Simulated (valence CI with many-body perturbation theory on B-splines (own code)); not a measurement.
Values are calculated unless marked as measured or tabulated.
# From CI to CI+MBPT in Hg LX

Method: valence CI with perturbative core correlation (CI+MBPT): three valence electrons over a frozen Dirac-Fock core [Ar], radial functions for each j: 9 s, 9 p, 10 d, 8 f, 5 g, 3 h, 1 i, with the one-electron correlation potential Σ1 (screened to all orders), the two-electron term Σ2, the three-electron term Σ3, Breit, model QED; selected single and double excitations, second order for the rest (own B-spline code, finite nucleus).

The last digits are not significant, and no measured levels were compared; by estimate large intervals hold to a few tenths of a per cent, small ones and those within an open d or f shell to about a per cent. The list stops below the first excitations out of the core. Only levels of the ground parity were solved; by the run's estimate the other parity begins above the list, which can be wrong where configurations are misplaced.

Each rung adds one term. CI alone is the Dirac-Coulomb CI over the frozen core; QED comes last and gives the full result, which names the levels. Energies are above (3d3/2^3) J=3/2 on the same rung, in cm⁻¹.

Levels are named by their leading jj configuration (3d3/2^4 stands for four electrons in 3d with j = 3/2), which in mixed levels can hold well under half, so a name can repeat and another be missing. Letters in brackets count levels of one name in rising energy.

| Level | CI alone | Σ1 | Σ2 | Σ3 | Breit | QED | Full |
| --- | --- | --- | --- | --- | --- | --- | --- |
| (3d3/2^2 3d5/2) J=5/2 [a] | 799419 | +2624 | +4485 | +123 | -20823 | +2260 | 788088 |
| (3d3/2^2 3d5/2) J=3/2 | 852901 | +2625 | +1335 | +1160 | -17545 | +2242 | 842717 |
| (3d3/2^2 3d5/2) J=9/2 | 900744 | +2658 | +4580 | -112 | -37028 | +2257 | 873099 |
| (3d3/2^2 3d5/2) J=7/2 | 902034 | +2685 | +2918 | +15 | -31735 | +2281 | 878199 |
| (3d3/2^2 3d5/2) J=1/2 | 905741 | +2653 | -960 | +1496 | -20194 | +2251 | 890986 |
| (3d3/2^2 3d5/2) J=5/2 [b] | 1123780 | +2789 | -3424 | +434 | -19233 | +2312 | 1106660 |
| (3d3/2 3d5/2^2) J=7/2 [a] | 1677860 | +5257 | +7089 | +210 | -43531 | +4509 | 1651390 |
| (3d3/2 3d5/2^2) J=9/2 | 1728840 | +5300 | +7367 | +312 | -53164 | +4533 | 1693190 |
| (3d3/2 3d5/2^2) J=3/2 [a] | 1764890 | +5299 | +2531 | -133 | -35375 | +4516 | 1741730 |
| (3d3/2 3d5/2^2) J=1/2 | 1794110 | +5316 | +741 | +1679 | -38283 | +4524 | 1768080 |
| (3d3/2 3d5/2^2) J=11/2 | 1819720 | +5329 | +7213 | +371 | -61817 | +4528 | 1775340 |
| (3d3/2 3d5/2^2) J=5/2 [a] | 1805440 | +5282 | +1365 | -22 | -38881 | +4488 | 1777670 |
| (3d3/2 3d5/2^2) J=7/2 [b] | 1898310 | +5342 | +584 | +629 | -48535 | +4511 | 1860850 |
| (3d3/2 3d5/2^2) J=5/2 [b] | 1895730 | +5384 | -138 | -125 | -42430 | +4551 | 1862980 |
| (3d3/2 3d5/2^2) J=3/2 [b] | 2076090 | +5463 | -4321 | +516 | -33167 | +4557 | 2049130 |

The middle columns are the shifts that each term adds.

Q: How does the ionisation energy move along the ladder, and which term matters most?

A: CI alone 6189.7, + Σ1 6192.4, + Σ2 6198.7, + Σ3 6198.8, + Breit 6192.3, + QED 6192.6 eV. The largest step is Breit, -6.5 eV, with Σ2 about as large (6.3). NIST lists 6192 ± 7 eV (theoretical).
